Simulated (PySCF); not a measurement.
Zn(I)(Et) (C2H5IZn), SMILES [CH2](C)[Zn][I]. Geometry optimised at PBE0-D3(BJ)/def2-SVP. The structure was generated by enumeration; whether it is a known compound was not checked. The def2 effective core potentials stand for the cores of I; spin–orbit coupling is left out. Other conformers were not sampled.

Task: Give the equilibrium geometry at PBE0-D3(BJ)/def2-SVP (PySCF confirms it by a frequency run) as bond lengths and angles, and its point group. (Estimate from the structure and the level; the computed values follow.)

Result: Several could match; the one computed here: point group Cs.
Atoms: Zn1 I2 C3 C4 H5 H6 H7 H8 H9. Bond lengths (Å): Zn1–I2 2.449, Zn1–C3 1.952, C3–C4 1.526, C3–H5 1.104, C3–H6 1.104, C4–H7 1.102, C4–H8 1.102, C4–H9 1.104. Bond angles (°): I2–Zn1–C3 179.9, Zn1–C3–C4 115.0, Zn1–C3–H5 107.0, Zn1–C3–H6 107.0, C4–C3–H5 110.7, C4–C3–H6 110.7, H5–C3–H6 105.8, C3–C4–H7 112.2, C3–C4–H8 112.2, C3–C4–H9 111.5, H7–C4–H8 106.9, H7–C4–H9 106.8, H8–C4–H9 106.8.
Charge 0, spin multiplicity 1.
